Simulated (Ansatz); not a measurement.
A run on CH5BSeSi (`[SeH][SiH]1BC1`) with other settings.

```yaml
crystal:
  periodic: [false, false, false]
  atoms:
    - {symbol: Se, position_ang: [-1.457503, 0.108085, 2.170587]}
    - {symbol: Si, position_ang: [-0.664214, 0.352629, 0.061003]}
    - {symbol: B, position_ang: [1.037470, 1.045266, -0.366710]}
    - {symbol: C, position_ang: [1.101501, -0.363578, -0.804133]}
    - {symbol: H, position_ang: [-2.501754, -0.836923, 1.754680]}
    - {symbol: H, position_ang: [-1.647740, -0.228356, -0.878101]}
    - {symbol: H, position_ang: [1.852989, 1.732678, 0.153570]}
    - {symbol: H, position_ang: [0.396553, -0.859299, -1.476960]}
    - {symbol: H, position_ang: [1.971198, -0.996702, -0.631137]}
basis:
  gaussian: {orbitals: aug-cc-pVTZ}
hamiltonian: {xc: {name: PBE-QIDH}}
output: {forces: true}
```

```sh
$ ansatz run in.yaml --threads 4 --pin off --events-out ev --progress --plain --max-ram 10444MiB
```

It prints (some lines left out):

```
Functional definition: PBE-QIDH
1808 factors; integrals over basis functions are off by at most 9.8e-4 eV
mean field evaluation 1: about -74986.3094 eV, gradient 4.3e1 eV
mean field evaluation 2: about -74986.4357 eV, gradient 4.3e1 eV
mean field evaluation 4: about -74991.4863 eV, gradient 3.5e0 eV
mean field evaluation 8: about -74991.5390 eV, gradient 2.3e-1 eV
mean field evaluation 16: about -74991.5395 eV, gradient 2.0e-4 eV
mean field -74991.53945572 eV, -2755.8882439064 hartree, gradient 9.9e-6 eV, S^2 0.000000; 0 other end points of the search recorded, 0 dependent functions left out
16 core orbitals not correlated: weight in the atoms' cores, before any rotation towards them, 1.000 or more for the frozen orbitals, at most 0.000 for the correlated occupied ones
reference -74991.53947630 eV, -2755.8882446629 hartree; 16, 16 occupied and 284, 284 virtual orbitals, 1808 factors
second order -19.55464952 eV of doubles, -0.00000000 eV of singles
Total energy: -74998.05769281 eV, -2756.1277847014 hartree
Atom 0 at    -1.457503     0.108085     2.170587 Å, force    -0.157645    -0.151388    -0.164722 eV/Å
Atom 1 at    -0.664214     0.352629     0.061003 Å, force    -0.087183    -0.098067     0.017552 eV/Å
Atom 2 at     1.037470     1.045266    -0.366710 Å, force     0.083547     0.111886     0.032440 eV/Å
Atom 3 at     1.101501    -0.363578    -0.804133 Å, force     0.054509    -0.202720    -0.061093 eV/Å
Atom 4 at    -2.501754    -0.836923     1.754680 Å, force     0.190323     0.169082     0.068049 eV/Å
Atom 5 at    -1.647740    -0.228356    -0.878101 Å, force     0.067006     0.049636     0.075919 eV/Å
Atom 6 at     1.852989     1.732678     0.153570 Å, force    -0.088558    -0.088882    -0.052695 eV/Å
Atom 7 at     0.396553    -0.859299    -1.476960 Å, force     0.075405     0.101652     0.097532 eV/Å
Atom 8 at     1.971198    -0.996702    -0.631137 Å, force    -0.137404     0.108800    -0.012982 eV/Å
Dipole moment:    -0.202654    -0.250493    -0.105163 e Å
```

Hardware: 4 threads of a server CPU on a shared host. Wall time 17 s, peak host memory 1.4 GiB.
